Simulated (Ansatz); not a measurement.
One change: `C[Si](F)(Cl)[GeH3]` becomes `CCO[Si](C)(F)Cl`.

Ansatz, PBE0-D4/def2-TZVP geometries, multiplicity 1. Each molecule was computed in one conformer, which needn't be the lowest.

Scalar relativity is left out up to krypton.

```csv
property,`C[Si](F)(Cl)[GeH3]`
size of the dipole moment (B3LYP/def2-TZVPP) / D,1.95
HOMO energy (PBE0/def2-TZVPP) / eV,-8.10
HOMO–LUMO gap (PBE0/def2-TZVPP) / eV,8.10
LUMO energy (PBE0/def2-TZVPP) / eV,0.00
LUMO energy (B3LYP/def2-TZVPP) / eV,-0.18
HOMO energy (PBE/def2-TZVPP) / eV,-6.91
```

(1) What does the change do to each property? (Best estimate.)

## Answers

(1) The calculation gave: 
```csv
property,`CCO[Si](C)(F)Cl`,shift
size of the dipole moment (B3LYP/def2-TZVPP) / D,1.53,-0.42
HOMO energy (PBE0/def2-TZVPP) / eV,-8.64,-0.54
HOMO–LUMO gap (PBE0/def2-TZVPP) / eV,9.72,1.62
LUMO energy (PBE0/def2-TZVPP) / eV,1.07,1.07
LUMO energy (B3LYP/def2-TZVPP) / eV,0.73,0.91
HOMO energy (PBE/def2-TZVPP) / eV,-7.09,-0.18
```

With PBE0 the HOMO falls by 0.54 eV and the LUMO rises by 1.07 eV, so the gap widens by about 1.61 eV. PBE moves the HOMO by -0.18 eV and ωB97M-V by -0.86 eV. Dipoles are sizes alone; their direction can turn.

Positive LUMOs are unbound, so they and the gaps depend on the basis.

B3LYP here is the variant with VWN-RPA as its local correlation; programs differ in this.
